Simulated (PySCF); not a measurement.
CrCl4: Cr(IV) (d2), charge 0. The structure is a model geometry with rigid ligands and bond lengths from ionic radii, not a minimum; coordination tetrahedral, point group Td, metal–donor distances 2.14 Å.

```
5

Cr    0.0000    0.0000    0.0000
Cl    1.2355    1.2355    1.2355
Cl   -1.2355   -1.2355    1.2355
Cl   -1.2355    1.2355   -1.2355
Cl    1.2355   -1.2355   -1.2355
```

Method (PySCF 2.14, density fitting): CASSCF(2,5) with orbitals averaged over all microstates of the shell, strongly contracted NEVPT2 on the averaged canonical orbitals; basis x2c-TZVPall on the metal, x2c-SVPall elsewhere; spin-free X2C; gas phase; spin-orbit coupling by state interaction with the mean-field operator over all roots.

**Question.** Which term lies lowest, and with what spin?

**Answer.** 3A2 (S = 1, orbital degeneracy 1), with 2.0 electrons in the lower (e-type) set and 0.0 in the upper (t2-type) set, by NEVPT2.

**Question.** Where do the spin-allowed transitions within the shell lie?

**Answer.** By NEVPT2: 3T2 at 12339 cm⁻¹ (810 nm); 3T1 at 18492 cm⁻¹ (541 nm); 3T1 at 26031 cm⁻¹ (384 nm). The strongest, at 26031 cm⁻¹, has f = 5.8e-03.

**Question.** Which is the lowest state of another spin?

**Answer.** 1E at 12258 cm⁻¹ by NEVPT2; CASSCF alone puts it at 14015 cm⁻¹ above the same ground state.

**Question.** Give the fitted ligand-field and repulsion parameters.

**Answer.** At CASSCF level (the NEVPT2 levels don't fit a ligand-field model well): orbital energies 0, 0, 7983, 7983, 7983 cm⁻¹; 10Dq = 7983 cm⁻¹; B = 838 cm⁻¹; C = 3296 cm⁻¹; B over its free-ion value at the same level 0.665; the fit misses the states by 537 cm⁻¹ rms, so splittings below that are unsure; ζ = 200 cm⁻¹ (free ion 319).

**Question.** What are the magnetic parameters?

**Answer.** The ground multiplet follows a spin Hamiltonian with S = 1, g = 1.946, 1.946, 1.946, D = 0 (spin-orbit part alone); the lowest levels hold 100 % of the spin-free ground state. μeff is 2.79 μB at 300 K and 2.75 μB at 10 K; the spin-only value is 2.83 μB.

Charge-transfer states lie outside this active space and may come lower than some of these levels. NEVPT2 lifts 3T2 from 8653 to 12339 cm⁻¹; on the d shell alone such lifts tend to overshoot. An active orbital has only 0.73 squared overlap with the free ion's shell, so the metal shell alone is a small active space here. NEVPT2 on the d shell alone tends to put d–d bands too high for such charged or covalently bound ions.

The job took 8 s on one thread of Arm Neoverse V1 (shared host), with 120 basis functions, launched as `OMP_NUM_THREADS=1 python lf_run.py task.json out`.
